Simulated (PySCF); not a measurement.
Ligands exchanged one at a time, In H-CH3. Gas-phase values, no solvent. Strings in code marks are SMILES.

The numbers are results of PBE0-D4/def2-TZVP in PySCF, not measurements. Delta-SCF ions had no search for a lower state. Excitations are Tamm–Dancoff values on a coarser integration grid. The basis has no diffuse functions, so Rydberg states are missing or too high.

| species | vertical ionisation energy (Delta-SCF) (eV) | dipole moment (D) | HOMO (eV) | brightest of the four lowest singlets (TDA) (eV) | HOMO–LUMO gap (eV) |
|---|---|---|---|---|---|
| 0 of 3 H replaced by CH3 (`[InH3]`) | ___ | 0.00 | -8.17 | – | 6.28 |
| 1 of 3 H replaced by CH3 (`[CH3][InH2]`) | ___ | 0.68 | -7.56 | 6.95 | 6.02 |
| 2 of 3 H replaced by CH3 (`[CH3][InH][CH3]`) | 9.16 | 0.57 | ___ | 6.57 | ___ |
| 3 of 3 H replaced by CH3 | 8.90 | 0.00 | -7.00 | 6.33 | 6.16 |

Question: Fill in the missing entries.

Answer: 
- 0 of 3 H replaced by CH3 (`[InH3]`), vertical ionisation energy (Delta-SCF) (eV): 10.53
- 1 of 3 H replaced by CH3 (`[CH3][InH2]`), vertical ionisation energy (Delta-SCF) (eV): 9.69
- 2 of 3 H replaced by CH3 (`[CH3][InH][CH3]`), HOMO (eV): -7.19
- 2 of 3 H replaced by CH3 (`[CH3][InH][CH3]`), HOMO–LUMO gap (eV): 6.00
